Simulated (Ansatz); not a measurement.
Reactions of C$_{2}$H$_{5}$NO, SMILES `CC(=N)O`.

Isolated molecules relaxed with PBE0-D4/def2-TZVP in Ansatz; ΔE leaves out vibrations. CBS: MP2 limit from def2 TZ/QZ plus the TZ coupled-cluster correction, frozen cores. This one scheme is used for every species, atoms too. Functionals use def2-TZVPP. B3LYP here is the variant with VWN-RPA as its local correlation; programs differ in this. No spin–orbit coupling; open shells (•) take unrestricted orbitals. Spin–orbit coupling would lower the free atoms: a little for C, O. For Br outer-core shells are correlated without core-valence functions, so the limit isn't a true one: a few kJ/mol of doubt a bond, and 10 to 20 or more in all where bonds break to atoms. Scalar relativity is left out up to krypton. One conformer a species, not always the lowest.

```json
{"reaction": "`CC(=N)O` → 2 C• + 5 H• + N• + O•", "B3LYP-D4 (kcal/mol)": "860.0", "CCSD(T)/def2-SVP (kcal/mol)": "810.5"}
{"reaction": "`CC(=N)O` → `C/C=N/O`", "B3LYP-D4 (kcal/mol)": "40.3", "CCSD(T)/def2-SVP (kcal/mol)": "40.3"}
{"reaction": "`CC(=N)O` → `C=NCO`", "B3LYP-D4 (kcal/mol)": "26.3", "CCSD(T)/def2-SVP (kcal/mol)": "25.7"}
{"reaction": "`CC(=N)O` + HBr → `N=C(O)Br` + CH₄", "B3LYP-D4 (kcal/mol)": "11.2", "CCSD(T)/def2-SVP (kcal/mol)": "15.3"}
{"reaction": "`CC(=N)O` → `CC(N)=O`", "B3LYP-D4 (kcal/mol)": "-12.2", "CCSD(T)/def2-SVP (kcal/mol)": "-11.4"}
{"reaction": "`CC(=N)O` + fluoromethane → `CC(=N)CF` + H₂O", "B3LYP-D4 (kcal/mol)": "4.1", "CCSD(T)/def2-SVP (kcal/mol)": "4.8"}
{"reaction": "`CC(=N)O` → `COC=N`", "B3LYP-D4 (kcal/mol)": "15.1", "CCSD(T)/def2-SVP (kcal/mol)": "14.9"}
{"reaction": "`CC(=N)O` → `N=CCO`", "B3LYP-D4 (kcal/mol)": "18.7", "CCSD(T)/def2-SVP (kcal/mol)": "18.8"}
{"reaction": "`CC(=N)O` → `C=C(N)O`", "B3LYP-D4 (kcal/mol)": "12.3", "CCSD(T)/def2-SVP (kcal/mol)": "15.6"}
{"reaction": "`CC(=N)O` → `[CH2]` (triplet) + `N=CO`", "B3LYP-D4 (kcal/mol)": "108.1", "CCSD(T)/def2-SVP (kcal/mol)": "105.6"}
```

**Question.** Give the CCSD(T)/CBS values in the same order. (Best estimate.)

**Answer.** The calculation gave: 856.8, 41.4, 25.9, 13.0, -10.2, 1.2, 16.3, 18.0, 13.0, 110.0 kcal/mol.

Largest T1 diagnostic: 0.014, for `CC(N)=O`.
